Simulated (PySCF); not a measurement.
C₃H₇BO₂, SMILES C[C@@H]1COB1O.

The structure is a stationary point at B3LYP-D3(BJ)/def2-SVP. The structure was generated by enumeration; whether it is a known compound was not checked. The values are those of a single conformer.

Two levels are set side by side: PBE/def2-TZVP (PySCF) and M06-2X/def2-TZVP (PySCF). Same geometry, gas phase. Differences are taken from unrounded values.

```tsv
quantity	M06-2X
orbital gap (eV)	10.46
highest occupied level (eV)	-9.37
lowest empty level (eV)	1.09
dipole moment (D)	3.07
mean polarisability (bohr³)	53.2
```

**Question.** What does PBE give, and how far is it from M06-2X? (Estimate from the structure and the level; the computed values follow.)

**Answer.** 
```
quantity                       PBE  PBE minus M06-2X
---------------------------  -----  ----------------
orbital gap (eV)              6.36             -4.09
highest occupied level (eV)  -6.63              2.74
lowest empty level (eV)      -0.27             -1.35
dipole moment (D)             2.81             -0.26
mean polarisability (bohr³)   56.2               2.9
```

PBE's occupied levels lie high since its potential decays too fast outside the molecule; exact exchange lowers them and widens the gap. PBE's more diffuse valence density responds more strongly to a field. Differences between two approximate levels are no errors against the true value.

Rough cost on one machine, each run with all the roots and properties that it gave: M06-2X against PBE about 3 times.
